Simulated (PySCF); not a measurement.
**State search for RhF**

Unrestricted PBE0; basis Rh def2-TZVPP with ECP28, F def2-TZVPP; scalar-relativistic core potentials; PySCF 2.14. Outer shells of the fragments: Rh 4d8 5s1; F 2s2 2p5.

Followed along the bond (rough minima from three points):

```csv
2Ms+1,unpaired,⟨S²⟩ at the start,R at minimum (Å),Te (eV)
3,"σ ↑, δ ↑",2.00,1.94,0.00
3,"σ ↑, π ↑",2.00,1.91,0.02
3,π ↑↑,2.02,1.92,0.24
1,"σ ↓, π ↑",1.01,1.89,0.33
3,"π ↑, δ ↑",2.02,1.94,0.50
1,none,0.00,1.86,0.70
```

Solutions found at the starting distance of 1.790 Å, counted from the lowest of them; the search is not exhaustive and high or unbound solutions are not listed, so other states can lie among these:

```tsv
2Ms+1	unpaired	term	E (eV)	⟨S²⟩	⟨Lz²⟩	μ (D)
3	σ ↑, π ↑	mixed	0.00	2.00	1.73	-4.03
3	σ ↑, δ ↑	³Δ	0.07	2.00	4.01	-3.92
3	π ↑↑	³Σ⁻	0.23	2.02	0.00	-4.25
1	σ ↓, π ↑	mixed	0.28	1.01	1.39	-3.90
3	π ↑, δ ↑	mixed	0.57	2.02	5.00	-4.05
1	none	¹Σ⁺	0.60	0.00	0.00	-3.56
1	π ↑↓	mixed	0.66	1.03	2.06	-4.13
1	σ ↓, δ ↑	mixed	0.68	1.00	4.01	-3.83
3	π ↑, δ ↑	mixed	0.69	2.04	4.18	-3.91
1	π ↑, δ ↓	mixed	1.02	1.01	5.02	-3.97
1	π ↑, δ ↓	mixed	1.11	1.01	4.56	-3.92
5	σ ↑↑, π ↑↑	⁵Σ⁻	1.19	6.00	0.00	-0.62
5	σ ↑↑, π ↑, δ ↑	mixed	1.42	6.00	4.92	-0.95
5	σ ↑↑, π ↑, δ ↑	mixed	1.44	6.00	5.01	-0.92
```

A term symbol is given only where ⟨S²⟩ and ⟨Lz²⟩ are close to those of a pure state; real π, δ and φ orbitals otherwise mix terms. A positive dipole means Rh(−)F(+).

Question: Compare the gap between the two lowest followed solutions at the starting distance with the gap between their minima.

Answer: At PBE0 the second solution (triplet, unpaired electrons σ ↑, π ↑) lies -0.07 eV from the first (triplet, unpaired electrons σ ↑, δ ↑) at 1.790 Å and +0.02 eV at the minima; the two curves relax by different amounts, since their minima lie near 1.91 and 1.94 Å. A gap this small is a tie at this level.

Spin–orbit coupling is left out. With d or f electrons several states lie close, and the lowest PBE0 determinant need not be the measured ground state.
